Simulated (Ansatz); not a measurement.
Basis-set extrapolation for `CN(C)[Si](N)(N(C)C)N(C)C` (PBE0-D4/def2-TZVP geometry, frozen core, Ansatz). Multiplicity 1, RHF reference.

|  | def2-TZVPP | def2-QZVPP |
| --- | --- | --- |
| HF | -745.856876 | -745.888404 |
| MP2 correlation | -2.034795 | -2.169017 |
| CCSD(T) correlation | -2.216448 | not run |

Energies in hartree. Use E(X) = E(∞) + A·exp(−7.88·√X) for Hartree–Fock and E(X) = E(∞) + B·X^(−2.97) for correlation, with X = 3 and 4, and add CCSD(T) minus MP2 of the smaller set to the MP2 limit.

Problem. What is the CCSD(T) energy at the basis-set limit?

Solution. HF limit: -745.888404 + (-0.031528) × 0.13774 = -745.89275. MP2 limit: -2.169017 + (-0.134222) × 0.74074 = -2.26844. Higher-order term: -2.216448 − (-2.034795) = -0.18165. Total: -748.34284 hartree, 707.6 kJ/mol below CCSD(T)/def2-TZVPP.
